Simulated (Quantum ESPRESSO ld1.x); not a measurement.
One sound ld1.x (Quantum ESPRESSO 7.5) input for neutral antimony gives E = -6478.03 hartree in 34 iterations:

```
 &input
    zed=51.0,
    iswitch=1,
    rel=2,
    dft='PW',
    config='[Kr] 4d10 5s2 5p3',
    lsmall=.true.,
    prefix='ld1',
    max_out_wfc=37,
    file_charge='ld1.rho',
 /
```

Changed or added lines, one case at a time, and what came of them:

- dx=0.003: refused. The program stops in do_mesh with "ndmx is too small": the mesh holds 3500 points at most, so dx, xmin and rmax must fit that.
- beta=1.0: harmless. The Broyden-type mixing copes: 13 iterations against 34, same energy.
- config='[Zn] 4d10 5s2 5p3': refused. The program stops in el_config with "wrong core: Zn": the cores known are He, Ne, Ar, Kr, Xe, Hg and Rn.
- xmin=-3.0: silently wrong. The mesh starts too far from the nucleus; the run ends without a warning, but the energy is off by -1.781 hartree against the default mesh.
- dft='B3LPY': silently wrong. The misspelt name is read as B3LYP (index line 7 12 9 7), and as for B3LYP no exact exchange is computed, so the numbers are not those of the hybrid.
- xmin=-12.0: usable despite the warning. The mesh starts very near the nucleus, where rounding noise provokes warnings (final residual 5e-15); the energy differs from the default mesh by less than 1e-5 hartree, which is rather the error of the default start.
- isic=1 latt=1: refused. The program stops in ld1_readin with "isic and latter correction not allowed": the two corrections exclude each other.
